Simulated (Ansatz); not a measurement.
`F/C=N/[SiH](F)Cl` + `[NH2][GeH2][Cl]` → `F[SiH](Cl)[NH][GeH2][Cl]` + `N=CF`  (ligand exchange at the Si–N bond)

Calculated with Ansatz (gas phase, PBE0-D4/def2-TZVP geometries, no zero-point term in ΔE). CCSD(T)/CBS is the MP2 limit (def2-TZVPP, def2-QZVPP) plus CCSD(T) − MP2 in def2-TZVPP, frozen cores. This one scheme is used for every species. DFT in def2-TZVPP. For Ge outer-core shells are correlated without core-valence functions, which leaves a few kJ/mol of doubt a bond. Scalar relativity is left out up to krypton. Each species was taken in one conformer, which may not be the lowest.

`F/C=N/[SiH](F)Cl`:

Z-matrix (Å, degrees):
```
Si
F 1 1.593
Cl 1 2.029 2 107.7
N 1 1.705 2 111.6 3 -119.1
H 1 1.468 2 108.4 3 119.4
C 4 1.237 1 128.4 2 5.2
F 6 1.329 4 121.1 1 -179.4
H 6 1.093 4 129.3 1 0.6
```

`[NH2][GeH2][Cl]`:

Cartesian coordinates in Å:
```
N 0.794 -0.881 -0.155
Ge -0.630 0.217 0.105
Cl -0.084 2.323 0.097
H 1.496 -0.849 0.572
H 1.245 -0.790 -1.054
H -1.214 -0.057 1.492
H -1.608 0.036 -1.058
```

`F[SiH](Cl)[NH][GeH2][Cl]`:

Z-matrix (Å, degrees):
```
Si
Cl 1 2.038
N 1 1.695 2 108.8
F 1 1.591 2 106.1 3 120.9
H 1 1.472 2 111.2 3 -123.5
Ge 3 1.831 1 129.6 2 22.3
H 3 1.010 1 116.1 2 -152.3
Cl 6 2.155 3 109.4 1 -89.7
H 6 1.531 3 108.1 1 154.8
H 6 1.526 3 109.6 1 28.0
```

`N=CF`:

Cartesian coordinates in Å:
```
N -0.512 0.403 0.698
C 0.251 0.014 -0.201
F 1.283 0.765 -0.568
H -1.247 -0.279 0.862
H 0.224 -0.904 -0.791
```

```json
{"level": "r2SCAN-D4", "ΔE (kcal/mol)": "-2.0"}
{"level": "CCSD/def2-TZVPP", "ΔE (kcal/mol)": "-3.9"}
```

What does CCSD(T)/CBS give? (Estimate.)

Ansatz gave: -3.8 kcal/mol. The listed levels differ from it by 1.8, -0.1 kcal/mol.

Largest T1 diagnostic among the species: 0.013.

In def2-TZVPP, CCSD(T) changes the Hartree–Fock value by −2.0 kcal/mol (the triples alone add −0.0 kcal/mol) and MP2 by −1.5 kcal/mol. The D4 term adds −1.9 kcal/mol with B3LYP and −1.1 kcal/mol with PBE0; it sums over pairs of atoms, weighted by their polarisabilities, and B3LYP, whose exchange is more repulsive, gets the larger term. From PBE to PBE0 (25 % exact exchange), in def2-TZVPP and without D4, ΔE moves by −0.8 kcal/mol.

CCSD(T)/CBS has its own doubt, a few kJ/mol and more with outer-core shells, so smaller differences from it don't rank the levels.

B3LYP here is the variant with VWN-RPA as its local correlation; programs differ in this.
